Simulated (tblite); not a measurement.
C3H9Bi (SMILES [CH3][Bi]([CH3])[CH3]), singlet, at a GFN2-xTB geometry (such geometries of metal compounds can be far from the true shape); GFN1-xTB with ALPB(water) (tblite).

The tblite input:
```
$ tblite run mol.xyz --method gfn1 --charge 0 --spin 0 --alpb water --json tblite.json --no-restart

# file mol.xyz
13

Bi    -0.00265924    -0.00463990     0.32774277
C     -1.05486994    -1.53919065    -0.96882360
H     -0.64425811    -2.52383649    -0.78776141
H     -0.90946744    -1.27908881    -2.00731595
H     -2.11451925    -1.54953889    -0.74958142
C     -0.80582360     1.70974853    -0.92080720
H     -0.65333574     1.48323884    -1.96613109
H     -0.28504596     2.62610321    -0.67562231
H     -1.86385686     1.84117722    -0.73586087
C      1.88353121    -0.13071016    -0.92504196
H      1.61103079    -0.12000137    -1.97045578
H      2.41685485    -1.04639693    -0.70569174
H      2.52628836     0.71436864    -0.71619253
```

The log (banner, timings and long lists left out):

```
xTB calculator
 | screened Coulomb repulsion
 | Coulomb electrostatics
 |  * isotropic Klopman-Ohno-Mataga-Nishimoto electrostatics
 |  * onsite third-order electrostatics
 | DFT-D3(BJ) dispersion correction
 | Interactions (3)
 | [1] alpb/gbsa reaction field model
 | [2] cds contribution to solvation
 | [3] empirical free energy shift and standard state/solvent correction

halogen bonding energy    0.0000000000000E+00 Eh
repulsion energy          1.6809764988013E-01 Eh
dispersion energy        -4.4683221638751E-03 Eh
interaction energy        1.3657248004214E-04 Eh
number of electrons       2.6000000000000E+01 e
integral cutoff           2.2843195497908E+01 bohr

------------------------------------------------------------
  cycle        total energy    energy error   density error
------------------------------------------------------------
      1     -13.22361836923  -1.3387384E+01   6.5697212E-01
      2     -13.39134027827  -1.6772191E-01   2.8905703E-01
      3     -13.39283773734  -1.4974591E-03   1.5915628E-01
      4     -13.39534110869  -2.5033713E-03   1.8215782E-02
      5     -13.39584158694  -5.0047825E-04   8.1659003E-03
      6     -13.39596674688  -1.2515993E-04   1.4383261E-03
      7     -13.39597066745  -3.9205778E-06   9.2914032E-05
      8     -13.39597067998  -1.2526927E-08   2.8248732E-05
      9     -13.39597068113  -1.1446453E-09   2.4526501E-06
------------------------------------------------------------

electronic energy        -1.3559736581323E+01 Eh
total energy             -1.3395970681126E+01 Eh

Post processing:
 | Mayer-Wiberg bond orders

[Info] JSON dump of results written to 'tblite.json'
```
